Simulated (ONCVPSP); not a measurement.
molybdenum (Mo): excitation energies, all-electron against ONCV

* Element: molybdenum (Mo)
* Generator: ONCVPSP 4.0.1
* Type: optimised norm-conserving Vanderbilt (ONCV)
* Functional: Wu-Cohen
* Relativity: fully relativistic
* Frozen core: [Kr]
* Valence charge: 6
* Reference configuration: 4d5 5s0.5 (charge +0.5)
* Partial waves: 5s: rc 2.85 bohr, ncon 5, nbas 10, qcut 2.4 1/bohr, 1 projector; p scattering state at 0.29 Ha: rc 2.45 bohr, ncon 4, nbas 8, qcut 3.7 1/bohr, 1 projector; 4d: rc 2.25 bohr, ncon 3, nbas 6, qcut 6 1/bohr, 2 projectors, debl 2.7 Ha
* Local potential: polynomial inside 1.75 bohr (lpopt 3, dvloc0 3 Ha)
* Core correction: none

Open shells are filled in proportion to 2j + 1.

Energies are relative to the spin-unpolarised reference configuration 4d5 5s0.5; without spin polarisation the order of configurations can differ from experiment.

| valence configuration | charge | ΔE all-electron (eV) | error AE − PS (meV) |
| --- | --- | --- | --- |
| 4d5 5s0 | +1 | 4.152 | +0.2 |
| 4d3 5s0 | +3 | 46.326 | -26 |

Problem. What are ΔE and the potential's error for 4d5 5s1?

Solution. ΔE = -2.739 eV all-electron; the error (AE − PS) is -2.2 meV.

Problem. What are ΔE and the potential's error for 4d4 5s0?

Solution. ΔE = 19.602 eV all-electron; the error (AE − PS) is +3.0 meV.

Levels in the configuration 4d3 5s0:

```json
{"level": "4d j=5/2", "all-electron (eV)": "-32.766", "pseudo (eV)": "-32.799"}
{"level": "4d j=3/2", "all-electron (eV)": "-33.055", "pseudo (eV)": "-33.090"}
```
